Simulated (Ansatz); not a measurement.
```xyz
2

S     0.0250    0.0428   -0.0730
H    -0.0161    0.0144    1.2292
```

Basis set: 6-31G (spherical functions). Frozen core: 5 orbitals. Charge 0, multiplicity 2.

Computed with Ansatz (development build ahead of 0.2.0); each method stands on the lowest determinant of its kind that the runs found.

The atomization energy at this shape (free ground-state atoms in the same class of orbitals less the molecule, no zero-point energy) of doublet SH:

```json
{"method": "UHF", "atomization energy": "180.8 kJ/mol"}
```

Task: What does UHF-MP2 give?

Result: 232.3 kJ/mol.

This basis has no polarisation functions and is too small for such energies, which can lie far from measured ones in either direction.
